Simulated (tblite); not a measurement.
Compound: C4H5N3O.
Numbering: `[CH3:1][O:2][c:3]1[n:4][cH:5][cH:6][n:7][n:8]1` (hydrogens: H9, H10, H11 on C1; H12 on C5; H13 on C6)

Computed with GFN2-xTB (tblite), gas phase: L-BFGS steps from a force-field or distance-geometry start until the largest atomic force falls under 0.01 eV/Å.

Step 0: E = -650.2764 eV
```
atom  x, y, z in Å  |  force x, y, z in eV/Å
C1     -2.4566   -0.0479    0.5652   -0.760   0.312  -0.119
O2     -1.5238    0.7577   -0.1412    2.255  -1.563   0.947
C3     -0.2116    0.3178    0.0466   -1.097   0.510  -0.287
N4      0.7063    1.0558   -0.6078    1.090  -1.214   0.819
C5      1.9732    0.6243   -0.4206   -1.317   1.654  -1.176
C6      2.2932   -0.4648    0.3411   -0.657  -1.265   1.103
N7      1.3372   -1.1596    0.9654   -1.733   1.331  -0.751
N8      0.0539   -0.7549    0.8188    1.666   0.212  -0.405
H9     -3.4545    0.3654    0.3718    0.249   0.132  -0.132
H10    -2.4635   -1.0799    0.2072    0.266   0.015   0.112
H11    -2.3006   -0.0092    1.6465    0.246  -0.130  -0.111
H12     2.7329    1.1988   -0.9386   -0.068   0.029   0.017
H13     3.3097   -0.8030    0.4923   -0.139  -0.023  -0.014
```

Step 1: E = -650.4907 eV
```
atom  x, y, z in Å  |  force x, y, z in eV/Å
C1     -2.4675   -0.0435    0.5635    0.043  -0.113   0.080
O2     -1.4916    0.7354   -0.1277    0.696  -0.708   0.472
C3     -0.2273    0.3251    0.0425    0.434  -0.543   0.341
N4      0.7219    1.0384   -0.5961   -0.683   0.150  -0.020
C5      1.9543    0.6479   -0.4374    0.575  -0.828   0.481
C6      2.2838   -0.4829    0.3568   -0.377   0.752  -0.439
N7      1.3124   -1.1406    0.9547   -0.158   0.152  -0.063
N8      0.0777   -0.7519    0.8130   -0.622   0.731  -0.517
H9     -3.4509    0.3673    0.3699   -0.010   0.336  -0.253
H10    -2.4597   -1.0797    0.2088    0.170   0.078   0.142
H11    -2.2971   -0.0111    1.6449    0.143  -0.130  -0.140
H12     2.7319    1.1993   -0.9384    0.008   0.218  -0.140
H13     3.3077   -0.8034    0.4921   -0.219  -0.096   0.056
```

Problem. Estimate the geometry and energy of step 2. (The exact step hangs on the optimiser's Hessian estimate; all steps are aligned on step 1, rigid shifts and turns removed.)

Solution. E = -650.5396 eV, largest force 0.499 eV/Å
```
atom  x, y, z in Å  |  force x, y, z in eV/Å
C1     -2.4687   -0.0442    0.5642    0.132  -0.123   0.073
O2     -1.4772    0.7224   -0.1193    0.084  -0.346   0.266
C3     -0.2240    0.3191    0.0464    0.477  -0.140   0.039
N4      0.7153    1.0376   -0.5945    0.017   0.060  -0.036
C5      1.9589    0.6407   -0.4338   -0.014  -0.093   0.022
C6      2.2773   -0.4758    0.3536   -0.010   0.247  -0.126
N7      1.3064   -1.1355    0.9521   -0.151   0.103  -0.027
N8      0.0732   -0.7417    0.8053   -0.364   0.015  -0.009
H9     -3.4505    0.3721    0.3662    0.071   0.319  -0.249
H10    -2.4569   -1.0786    0.2110    0.115   0.007   0.123
H11    -2.2947   -0.0132    1.6428    0.098  -0.127  -0.054
H12     2.7319    1.2022   -0.9402   -0.081   0.117  -0.061
H13     3.3045   -0.8047    0.4928   -0.375  -0.040   0.036
```

The energy changes by -0.0489 eV. The first-order estimate −F·Δx gives -0.0754 eV and the mean of the old and new forces, exact on a quadratic surface, -0.0487 eV. The step makes an angle of 23° with the force vector and moves no atom by more than 0.021 Å.

What follows is the cost of the whole relaxation. Time: under 0.1 s. Hardware: Arm Neoverse V2, one thread, on a shared host.
